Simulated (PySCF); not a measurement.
Precursor series Cd CH3-Br. Isolated molecules, 0 K electronic values unless said otherwise. One relaxed conformer stands for each flexible species; it need not be the lowest.

Method: B3LYP-D3(BJ)/def2-TZVP // PBE-D3(BJ)/def2-SVP (PySCF). All candidates: neutral, multiplicity 1. B3LYP has the VWN-RPA correlation part, as in Gaussian. 

```yaml
LUMO: -2.71 eV
HOMO–LUMO gap: 5.41 eV
HOMO: -8.13 eV
```

Task: Say which member has these values.
A. [Cd(Br)2]
B. [Cd(CH3)(Br)]
C. [Cd(CH3)2]

Result: A, [Cd(Br)2]. The others give [Cd(CH3)(Br)]: -1.32 eV, 6.28 eV, -7.60 eV; [Cd(CH3)2]: -0.31 eV, 6.33 eV, -6.64 eV
